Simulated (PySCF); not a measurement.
**Electric field gradients and quadrupole coupling constants**

C3H3ClO2S.
Numbering: `[CH:1]#[C:2][CH2:3][S:4](=[O:5])(=[O:6])[Cl:7]` (hydrogens: H8 on C1; H9, H10 on C3)

Geometry (GFN2-xTB, Å), atoms numbered from 1 in this order:
```
atom  x, y, z in Å
C1     1.9273    1.1586   -0.2387
C2     1.1697    0.2480   -0.4102
C3     0.2153   -0.7993   -0.5855
S4    -1.2916   -0.2558    0.2751
O5    -1.0028    0.0968    1.6240
O6    -2.3548   -1.1691    0.0082
Cl7   -1.7058    1.4663   -0.7261
H8     2.6037    1.9474   -0.0942
H9     0.5117   -1.7290   -0.1051
H10   -0.0638   -0.9594   -1.6230
```

Field gradients from the PBE0/pcSseg-1 density (PySCF, non-relativistic), principal values in atomic units, ordered |Vxx| ≤ |Vyy| ≤ |Vzz|:

| atom | Vxx | Vyy | Vzz |
| --- | --- | --- | --- |
| S4 | -0.3166 | -0.5449 | 0.8615 |
| O5 | -0.4828 | -0.8065 | 1.2892 |
| O6 | -0.4680 | -0.8227 | 1.2907 |
| Cl7 | -1.7101 | -1.9941 | 3.7041 |

Question: Find the asymmetry η = (Vxx − Vyy)/Vzz and the couplings χ = eQV/h (234.96 MHz × Q in barn × V in au), with Q(33S) = −0.0678 b, Q(17O) = −0.0256 b, Q(35Cl) = −0.0817 b.

Answer: 
```csv
atom,environment,nucleus,η,χzz (MHz),χxx (MHz),χyy (MHz)
S4,sulfonyl sulfur,33S,0.26,-13.72,5.04,8.68
O5,sulfonyl oxygen,17O,0.25,-7.75,2.90,4.85
O6,sulfonyl oxygen,17O,0.27,-7.76,2.82,4.95
Cl7,chlorine bonded to S,35Cl,0.08,-71.11,32.83,38.28
```

The tensor is traceless: Vxx + Vyy + Vzz = 0.

Question: What is Vzz at O5 in SI units (1 au = 9.71736 × 10²¹ V/m²)?

Answer: 1.2892 au = 12.528 × 10²¹ V/m².

Question: And the gradient at the other heavy atoms, for which no coupling is worked out here?

Answer: 
```tsv
atom	environment	Vzz (au)	η
C1	terminal alkyne carbon	-0.313	0.26
C2	alkyne carbon	-0.217	0.10
C3	sp3 carbon bound to sulfur	0.260	0.57
```

Question: What couplings would deuterons (Q(2H) = 0.00286 b) have in place of the hydrogens, at this geometry?

Answer: 
```tsv
atom	bonded to	bond length (Å)	Vzz (au)	η	χzz (kHz)
H8	C1	1.049	0.3927	0.01	264
H9	C3	1.088	0.3035	0.04	204
H10	C3	1.086	0.3037	0.04	204
```

One conformer (not necessarily the lowest) at the GFN2-xTB geometry, without solvent, vibrations or thermal averaging. GFN2-xTB bond lengths can be off by several hundredths of an ångström, more for odd bonds, and the gradients follow them. With a basis this small, the couplings can be 20 % off.

The run behind these numbers computed NMR shieldings as well. On one thread, Arm Neoverse V1 (aarch64), shared host with 32 logical CPUs at a one-minute load of 10, this took 19 s (with the writing of density and orbital grids) and 0.70 GiB of memory at its peak.
